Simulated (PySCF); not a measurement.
FGeH6NSi, SMILES [GeH3][NH][SiH2]F.

Coordinates come from a PBE-D3(BJ)/def2-SVP optimisation. The structure was generated by enumeration, and PubChem lists no compound with its InChIKey, so it may never have been made. The values are those of a single conformer.

All values below come from PBE-D3(BJ)/def2-SVP (PySCF).

Frequencies are harmonic and unscaled.

### Question
Estimate the vibrational spectrum. (An estimate is asked for; the answer gives what the named calculation found.)

### Answer

| mode | ν (cm⁻¹) | IR (km/mol) | moving atoms (share of kinetic energy) |
|---|---|---|---|
| 1 | 58 | 1.0 | F 48 %, N 22 %, Ge 13 %, H 12 % |
| 2 | 73 | 0.1 | H 90 % |
| 3 | 169 | 0.6 | Si 28 %, H 27 %, N 21 %, Ge 19 % |
| 4 | 290 | 11.5 | F 33 %, N 27 %, Si 22 %, H 17 % |
| 5 | 382 | 72.4 | H 81 %, N 16 % |
| 6 | 508 | 8.0 | H 34 %, N 26 %, Si 22 %, Ge 17 % |
| 7 | 560 | 0.5 | H 88 % |
| 8 | 612 | 55.6 | H 87 %, N 9 % |
| 9 | 722 | 141.8 | H 56 %, N 25 %, Si 12 % |
| 10 | 785 | 14.3 | H 89 %, N 8 % |
| 11 | 807 | 209.3 | H 64 %, F 15 %, N 10 %, Si 9 % |
| 12 | 826 | 67.4 | H 48 %, F 34 %, Si 15 % |
| 13 | 835 | 39.2 | H 92 % |
| 14 | 861 | 95.8 | H 94 % |
| 15 | 891 | 68.1 | H 89 %, N 8 % |
| 16 | 922 | 64.8 | H 73 %, N 18 %, Si 9 % |
| 17 | 952 | 222.6 | H 50 %, Si 31 %, N 13 % |
| 18 | 1145 | 131.1 | H 69 %, N 27 % |
| 19 | 2068 | 126.7 | H 99 % |
| 20 | 2079 | 110.4 | H 99 % |
| 21 | 2112 | 75.3 | H 99 % |
| 22 | 2190 | 108.7 | H 98 % |
| 23 | 2206 | 123.4 | H 96 % |
| 24 | 3507 | 32.2 | H 93 % |
